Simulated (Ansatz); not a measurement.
Cartesian coordinates (Å):
SMILES: [SiH3][SiH2][Si@@H](O)[SiH3]
```xyz
15

O     -0.2691    -1.9336     0.9221
Si    -0.7511    -0.5703     0.1052
Si    -2.8960     0.1408     0.7384
Si     0.8664     1.0571     0.5513
Si     3.0071     0.1879     0.1921
H     -0.8384    -2.7028     0.8691
H     -0.7791    -0.8167    -1.3700
H     -3.9027    -0.9398     0.5332
H     -2.9224     0.5345     2.1729
H     -3.2905     1.3143    -0.0884
H      0.7373     1.5414     1.9544
H      0.6200     2.2107    -0.3607
H      3.1010    -0.3399    -1.1955
H      4.0479     1.2360     0.3733
H      3.2694    -0.9195     1.1475
```
Charge 0, multiplicity 1.

These are frozen-core CCSD(T)/cc-pVTZ // PBE0-D3(BJ)/def2-TZVP in Ansatz (a first-principles code) values and carry that method's errors.

```yaml
HF energy: -1236.53341 Ha
MP2 correlation energy: -0.74560 Ha
```

Estimate the CCSD correlation energy, the (T) correction, the total energy and the T1 diagnostic.


- CCSD correlation energy = -0.82944 Ha
- (T) correction = -0.02975 Ha
- CCSD(T) total energy = -1237.39260 Ha
- T1 diagnostic = 0.013
